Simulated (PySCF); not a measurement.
C₂H₂F₃O₂ (SMILES OC(=[OH+])C(F)(F)F), charge +1, singlet, geometry from GFN2-xTB; WB97X/STO-3G in PySCF.

PySCF was given this input:
```python
from pyscf import gto, scf, dft

mol = gto.Mole()
mol.atom = '''
    O     1.60853260   -0.88459897    0.02028416
    C     0.90805593    0.14957858   -0.08119017
    O     1.25456321    1.33780754   -0.27055162
    C    -0.66666345   -0.09815298    0.05643252
    F    -1.30533713    1.03736901   -0.08535804
    F    -0.89868137   -0.60744521    1.24860373
    F    -1.03378219   -0.94934942   -0.87846494
    H     2.59287415   -0.88028630   -0.04247575
    H     2.19421086    1.62089485   -0.36986561
'''
mol.basis = 'sto-3g'
mol.charge = 1
mol.verbose = 4
mol.build()

mf = dft.RKS(mol)
mf.xc = 'wb97x'
mf.grids.atom_grid = (30, 110)
mf.kernel()
```

Output, abridged:

```
PySCF version 2.14.0

[INPUT] verbose = 4
[INPUT] num. atoms = 9
[INPUT] num. electrons = 56
[INPUT] charge = 1
[INPUT] spin (= nelec alpha-beta = 2S) = 0
[INPUT] symmetry False subgroup None
[INPUT] Mole.unit = angstrom
[INPUT] Symbol           X                Y                Z      unit          X                Y                Z       unit  Magmom
[INPUT]  1 O      1.608532600000  -0.884598970000   0.020284160000 AA    3.039686076435  -1.671649783372   0.038331507067 Bohr   0.0
[INPUT]  2 C      0.908055930000   0.149578580000  -0.081190170000 AA    1.715977013487   0.282662550301  -0.153427185307 Bohr   0.0
[INPUT]  3 O      1.254563210000   1.337807540000  -0.270551620000 AA    2.370780872855   2.528089857978  -0.511268464357 Bohr   0.0
[INPUT]  4 C     -0.666663450000  -0.098152980000   0.056432520000 AA   -1.259811337758  -0.185482250510   0.106642007319 Bohr   0.0
[INPUT]  5 F     -1.305337130000   1.037369010000  -0.085358040000 AA   -2.466729675926   1.960343319011  -0.161303318130 Bohr   0.0
[INPUT]  6 F     -0.898681370000  -0.607445210000   1.248603730000 AA   -1.698261662549  -1.147905082579   2.359519087810 Bohr   0.0
[INPUT]  7 F     -1.033782190000  -0.949349420000  -0.878464940000 AA   -1.953565211553  -1.794010400315  -1.660058146632 Bohr   0.0
[INPUT]  8 H      2.592874150000  -0.880286300000  -0.042475750000 AA    4.899822018964  -1.663500018207  -0.080267534435 Bohr   0.0
[INPUT]  9 H      2.194210860000   1.620894850000  -0.369865610000 AA    4.146457584946   3.063047343218  -0.698944705795 Bohr   0.0

nuclear repulsion = 349.884478314929
number of shells = 23
number of NR pGTOs = 111
number of NR cGTOs = 37
basis = sto-3g
ecp = {}

******** <class 'pyscf.dft.rks.RKS'> ********
method = RKS
initial guess = minao
damping factor = 0
level_shift factor = 0
DIIS = <class 'pyscf.scf.diis.CDIIS'>
diis_start_cycle = 1
diis_space = 8
diis_damp = 0
SCF conv_tol = 1e-09
SCF conv_tol_grad = None
SCF max_cycles = 50
direct_scf = True
direct_scf_tol = 1e-13
XC library pyscf.dft.libxc version 7.1.2
    S. Lehtola, C. Steigemann, M. J. T. Oliveira, and M. A. L. Marques,  SoftwareX 7, 1–5 (2018)
XC functionals = wb97x
    J.-D. Chai and M. Head-Gordon,  J. Chem. Phys. 128, 084106 (2008)
radial grids:
    Treutler-Ahlrichs [JCP 102, 346 (1995); DOI:10.1063/1.469408] (M4) radial grids

becke partition: Becke, JCP 88, 2547 (1988); DOI:10.1063/1.454033
pruning grids: <function nwchem_prune>
grids dens level: 3
symmetrized grids: False
atomic radii adjust function: <function treutler_atomic_radii_adjust>
User specified grid scheme (30, 110)
small_rho_cutoff = 0
Set gradient conv threshold to 3.16228e-05
Initial guess from minao.
tot grids = 22120
init E= -521.52565735215
  HOMO = -0.383183062136347  LUMO = -0.019648794583128  gap/eV = 9.89227
cycle= 1 E= -519.314720643863  delta_E= 2.21  |g|= 1.01  |ddm|= 4.06
  HOMO = -0.470091645740816  LUMO = -0.223191930563785  gap/eV = 6.71848
cycle= 2 E= -519.486877840287  delta_E= -0.172  |g|= 0.818  |ddm|= 2.34
  HOMO = -0.532729121913085  LUMO = -0.13009216865393  gap/eV = 10.95631
cycle= 3 E= -519.659672325204  delta_E= -0.173  |g|= 0.0347  |ddm|= 0.982
  HOMO = -0.546241299243564  LUMO = -0.130869366978901  gap/eV = 11.30285
cycle= 4 E= -519.660211509217  delta_E= -0.000539  |g|= 0.0162  |ddm|= 0.0727
  HOMO = -0.545962871140387  LUMO = -0.128855770906342  gap/eV = 11.35006
cycle= 5 E= -519.660294504332  delta_E= -8.3e-05  |g|= 0.00251  |ddm|= 0.0236
  HOMO = -0.545559694087808  LUMO = -0.128678238618535  gap/eV = 11.34392
cycle= 6 E= -519.660299109819  delta_E= -4.61e-06  |g|= 0.000948  |ddm|= 0.00736
  HOMO = -0.545380131809625  LUMO = -0.128926951473693  gap/eV = 11.33227
cycle= 7 E= -519.660299506642  delta_E= -3.97e-07  |g|= 0.00053  |ddm|= 0.00222
  HOMO = -0.545339076805744  LUMO = -0.128972240704131  gap/eV = 11.32992
cycle= 8 E= -519.660299612073  delta_E= -1.05e-07  |g|= 8.3e-05  |ddm|= 0.000904
  HOMO = -0.545352359150601  LUMO = -0.128933266151767  gap/eV = 11.33134
cycle= 9 E= -519.660299618957  delta_E= -6.88e-09  |g|= 2.25e-05  |ddm|= 0.000266
  HOMO = -0.545352411473506  LUMO = -0.128937171896586  gap/eV = 11.33124
cycle= 10 E= -519.660299619904  delta_E= -9.47e-10  |g|= 3.03e-06  |ddm|= 0.000136
  HOMO = -0.545351905928372  LUMO = -0.128937046895661  gap/eV = 11.33123
Extra cycle  E= -519.660299619918  delta_E= -1.43e-11  |g|= 1.23e-06  |ddm|= 1.04e-05
converged SCF energy = -519.660299619918
```
